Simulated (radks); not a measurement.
Task: The selenium ion Se2+, configuration [Ar] 3d10 4s2 4p2. Method: scalar-relativistic Kohn-Sham, PBEsol, spin-unpolarised, spherical densities, finite nucleus; Fermi nuclear charge, rms radius 4.14 fm; computed with a radial shooting solver on a logarithmic mesh with Libxc functionals. Some entries of the table are withheld. Estimate them.

orbital  occ.  eigenvalue (Ry)  <r> (bohr)  <r^2> (bohr^2)
1s          2        -920.0784     0.04411        0.002619
2s          2        -119.7182      0.1961         0.04533
2p          6        -105.5351      0.1712         0.03588
3s          2        -17.33487      0.5744             (1)
3p          6        -12.90005      0.5896          0.4079
3d         10         -5.57284         (2)          0.4935
4s          2         -2.76861       1.691             (3)
4p          2         -1.87357       1.983           4.502

Result: 
(1) 3s <r^2> (bohr^2): 0.3799
(2) 3d <r> (bohr): 0.6287
(3) 4s <r^2> (bohr^2): 3.246
